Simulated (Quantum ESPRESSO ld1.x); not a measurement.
The numbers below are computed, except where a source is named.
Radial electron density D(r) = 4 pi r^2 rho(r) of an atom or ion with 11 electrons. Level of theory: scalar-relativistic Kohn-Sham, LDA (Slater exchange, VWN5 correlation), spin-polarised, spherical densities, point nucleus (ld1.x of Quantum ESPRESSO 7.5).

```
   r/bohr * D(r) (the largest magnitude, 72.2, reaches the edge; | marks zero)
 0.001814 |  *
 0.002029 |   *
 0.002288 |    *
  0.00258 |     *
 0.002909 |      *
 0.003254 |        *
 0.003668 |         *
 0.004136 |           *
 0.004663 |             *
 0.005216 |                *
 0.005881 |                   *
 0.006631 |                      *
 0.007476 |                         *
 0.008362 |                             *
 0.009428 |                                *
  0.01063 |                                    *
  0.01199 |                                       *
  0.01341 |                                          *
  0.01512 |                                             *
  0.01704 |                                              *
  0.01922 |                                               *
  0.02149 |                                               *
  0.02423 |                                              *
  0.02732 |                                            *
  0.03081 |                                          *
  0.03446 |                                        *
  0.03885 |                                      *
   0.0438 |                                      *
  0.04939 |                                       *
  0.05524 |                                          *
  0.06229 |                                             *
  0.07023 |                                                  *
  0.07918 |                                                     *
  0.08856 |                                                      *
  0.09986 |                                                    *
   0.1126 |                                                *
   0.1269 |                                        *
    0.142 |                               *
   0.1601 |                      *
   0.1805 |               *
   0.2035 |         *
   0.2276 |      *
   0.2567 |    *
   0.2894 |   *
   0.3263 |  *
   0.3649 | *
   0.4115 |*
   0.4639 |*
   0.5231 *
   0.5851 *
   0.6597 *
   0.7438 *
   0.8386 *
    0.938 *
```

What is the nuclear charge?

Answer. Z = 50. The innermost maximum, from 1s, lies near gamma/Z bohr with gamma = sqrt(1 - (Z/c)^2) = 0.931, here 0.0186 bohr (found: 0.0200), and its height grows with Z. The density is that of the tin ion Sn39+ in [Ne] 3s1; the configuration itself is not fixed sharply by these data, and Z only to a few units. D(r) has 2 maxima, at r = 0.0200, 0.0886 bohr, and minima at 0.0424 bohr, inside which lie 2.06 electrons.
